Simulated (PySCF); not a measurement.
## Relaxation of triplet TiHCl

Computed with UPBE0/[Ti def2-TZVP, H def2-TZVP, Cl def2-TZVP], no relativity, density fitting, PySCF. A (50,194) grid was used.

A start displaced from a saddle point along its imaginary mode, of Cs symmetry, held to at least that symmetry:

```xyz
3
charge 0 multiplicity 3, angstrom
Ti   -0.0045   -0.0002   -0.9178
H     0.1199    0.0055   -2.7229
Cl    0.0028    0.0001    1.3369
```

Task: What does it relax to?

Result: It ends at Cs with Ti–Cl 2.233 Å, Ti–H 1.756 Å; Cl–Ti–H 130.2° (after a last refinement on a finer grid). A frequency run shows a minimum.

Task: How much energy is released, and in how many steps?

Result: 15.1 kJ/mol in 18 steps.

Other spin states or occupations of the open shell can lie lower.
